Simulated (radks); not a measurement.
Results of a calculation; reference values are marked as such.
Isoelectronic series with 5 electrons, each ion in its NIST ground configuration. Level of theory: Dirac Kohn-Sham, LDA (Slater exchange, Perdew-Wang correlation), spin-unpolarised, spherical densities, finite nucleus; open shells fill j = l - 1/2 first; Fermi nuclear charge, rms radius of each element as measured or else 0.836 A^(1/3) + 0.57 fm (a radial shooting solver on a logarithmic mesh with Libxc functionals). Total energies (hartree) and orbital eigenvalues (eV) (* marks an orbital that is empty in some or all of the ions):

ion,configuration,E (hartree),3p1/2*,3s1/2*,2p3/2*,2p1/2,2s1/2
Ti17+,[He] 2s2 2p1,-618.05422,-486.2121,-502.7265,-1165.633,-1173.300,-1226.349
Fe21+,[He] 2s2 2p1,-876.36696,-730.4194,-750.7748,-1725.869,-1741.772,-1806.396
Ni23+,[He] 2s2 2p1,-1022.91679,-871.4118,-893.7189,-2047.096,-2069.025,-2139.546
Zn25+,[He] 2s2 2p1,-1181.20357,-1025.127,-1049.410,-2395.787,-2425.332,-2501.835
Ge27+,[He] 2s2 2p1,-1351.34633,-1191.676,-1217.959,-2771.994,-2811.014,-2893.589
Se29+,[He] 2s2 2p1,-1533.47491,-1371.178,-1399.491,-3175.770,-3226.418,-3315.167
Kr31+,[He] 2s2 2p1,-1727.72945,-1563.765,-1594.138,-3607.174,-3671.925,-3766.956
Sr33+,[He] 2s2 2p1,-1934.26190,-1769.580,-1802.046,-4066.269,-4147.949,-4249.378
Zr35+,[He] 2s2 2p1,-2153.23599,-1988.776,-2023.371,-4553.125,-4654.936,-4762.890
Mo37+,[He] 2s2 2p1,-2384.82637,-2221.520,-2258.282,-5067.812,-5193.370,-5307.982
Ru39+,[He] 2s2 2p1,-2629.22647,-2467.992,-2506.961,-5610.410,-5763.774,-5885.191

Estimate the row of Cr19+ ([He] 2s2 2p1).

Answer. E (hartree) -741.44587; 3p1/2* -602.0497; 3s1/2* -620.4749; 2p3/2* -1432.061; 2p1/2 -1443.285; 2s1/2 -1502.087.
